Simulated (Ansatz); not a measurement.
Gas-phase electronic energies from Ansatz, PBE0-D4/def2-TZVP geometries. CBS: MP2 limit from def2 TZ/QZ plus the TZ coupled-cluster correction, frozen cores. This one scheme is used for every species. DFT in def2-TZVPP. B3LYP here is the variant with VWN-RPA as its local correlation; programs differ in this. Each species was taken in one conformer, which may not be the lowest.

Consider the formal hydrolysis of the Si–Si bond: `F[SiH2]O[SiH2][SiH3]` + H₂O → `O[SiH2]O[SiH2]F` + SiH₄.

(1) Is it downhill or uphill in electronic energy at CCSD(T)/CBS, and by how much? (An estimate is asked.)

(2) What do these levels give: PBE-D4, r2SCAN-D4, ωB97X-V, B2PLYP, PBE0, B3LYP, HF/def2-TZVPP, MP2/def2-TZVPP, SCS-MP2/def2-TZVPP, CCSD/def2-TZVPP, MP2/CBS(def2), CCSD/CBS(def2)? (Estimate.)

Largest T1 diagnostic among the species: 0.012.

## Answers

(1) The calculation gave: Downhill: ΔE = -116.0 kJ/mol.

(2) Computed: PBE-D4 -95.2, r2SCAN-D4 -115.2, ωB97X-V -117.1, B2PLYP -126.5, PBE0 -106.0, B3LYP -123.8, HF/def2-TZVPP -144.5, MP2/def2-TZVPP -126.6, SCS-MP2/def2-TZVPP -130.4, CCSD/def2-TZVPP -122.7, MP2/CBS(def2) -122.9, CCSD/CBS(def2) -119.0 kJ/mol.

From PBE to PBE0 (25 % exact exchange), in def2-TZVPP and without D4, ΔE moves by −6.1 kJ/mol. The D4 term adds +7.6 kJ/mol with B3LYP and +4.5 kJ/mol with PBE0; it sums over pairs of atoms, weighted by their polarisabilities, and B3LYP, whose exchange is more repulsive, gets the larger term.
